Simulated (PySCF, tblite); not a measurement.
Isomers of C6H9O3 (doublet state). Calculated harmonic vibrations of the isolated species, GFN2-xTB (tblite), most abundant isotopes, no scaling. The method is semi-empirical: single wavenumbers can be off by several per cent or more. One conformer each. Open shells enter through the occupations alone, without spin polarisation, and single modes of such species can be off by tens of per cent.

Electronic energies: B3LYP/pcH-1 single points on the GFN2-xTB geometries (PySCF, gas phase).

```tsv
SMILES	electronic energy, lowest = 0 (kcal/mol)
[CH2]O[C@@]1(/C=C/OC)CO1	70.4
C/[C]=C/OCCC(=O)O	26.7
C[CH]CC(=O)OC(C)=O	0.0
C/C=[C]/OCCC(=O)O	28.4
CO/C=C/[C@@]1(OC)[CH]O1	75.5
```

Question: How do GFN2-xTB zero-point energies change the relative energies?

Answer: 
```json
{"SMILES": "C[CH]CC(=O)OC(C)=O", "ZPE (kcal/mol)": "86.2", "of it from modes above 1550 cm⁻¹": "44.0", "electronic (kcal/mol)": "0.0", "with ZPE, lowest = 0 (kcal/mol)": "0.0", "lowest mode (cm⁻¹)": "34", "rings": "0"}
{"SMILES": "C/[C]=C/OCCC(=O)O", "ZPE (kcal/mol)": "86.4", "of it from modes above 1550 cm⁻¹": "43.6", "electronic (kcal/mol)": "26.7", "with ZPE, lowest = 0 (kcal/mol)": "26.8", "lowest mode (cm⁻¹)": "19", "rings": "0"}
{"SMILES": "C/C=[C]/OCCC(=O)O", "ZPE (kcal/mol)": "86.7", "of it from modes above 1550 cm⁻¹": "43.9", "electronic (kcal/mol)": "28.4", "with ZPE, lowest = 0 (kcal/mol)": "28.9", "lowest mode (cm⁻¹)": "12", "rings": "0"}
{"SMILES": "[CH2]O[C@@]1(/C=C/OC)CO1", "ZPE (kcal/mol)": "86.4", "of it from modes above 1550 cm⁻¹": "41.8", "electronic (kcal/mol)": "70.4", "with ZPE, lowest = 0 (kcal/mol)": "70.6", "lowest mode (cm⁻¹)": "49", "rings": "1"}
{"SMILES": "CO/C=C/[C@@]1(OC)[CH]O1", "ZPE (kcal/mol)": "86.8", "of it from modes above 1550 cm⁻¹": "41.2", "electronic (kcal/mol)": "75.5", "with ZPE, lowest = 0 (kcal/mol)": "76.0", "lowest mode (cm⁻¹)": "41", "rings": "1"}
```

The zero-point energies span 0.6 kcal/mol, from `C[CH]CC(=O)OC(C)=O` to `CO/C=C/[C@@]1(OC)[CH]O1`. The order is unchanged.

Question: And how do the electronic energies of GFN2-xTB itself compare?

Answer: `C[CH]CC(=O)OC(C)=O` 0.0; `C/[C]=C/OCCC(=O)O` 32.1; `C/C=[C]/OCCC(=O)O` 30.3; `[CH2]O[C@@]1(/C=C/OC)CO1` 46.3; `CO/C=C/[C@@]1(OC)[CH]O1` 53.3 kcal/mol, lowest = 0. Against the energies above, taken from the same isomer `C[CH]CC(=O)OC(C)=O`, the largest difference is 24.1 kcal/mol.

Question: What do entropy and thermal enthalpy add at 298.15 K and 1 bar (rigid rotor, harmonic oscillator, one conformer each)?

Answer: 
```json
{"SMILES": "C[CH]CC(=O)OC(C)=O", "point group": "C1", "symmetry number": "1", "S (cal/(mol K))": "106.8", "H − H(0) (kcal/mol)": "7.54", "ZPE + H − H(0) − TS (kcal/mol)": "61.9"}
{"SMILES": "[CH2]O[C@@]1(/C=C/OC)CO1", "point group": "C1", "symmetry number": "1", "S (cal/(mol K))": "99.4", "H − H(0) (kcal/mol)": "6.95", "ZPE + H − H(0) − TS (kcal/mol)": "63.7"}
{"SMILES": "CO/C=C/[C@@]1(OC)[CH]O1", "point group": "C1", "symmetry number": "1", "S (cal/(mol K))": "101.6", "H − H(0) (kcal/mol)": "7.06", "ZPE + H − H(0) − TS (kcal/mol)": "63.5"}
```

S holds R ln(2S + 1) for the spin.

Not tabulated: `C/[C]=C/OCCC(=O)O` (lowest mode only 19 cm⁻¹); `C/C=[C]/OCCC(=O)O` (lowest mode only 12 cm⁻¹).
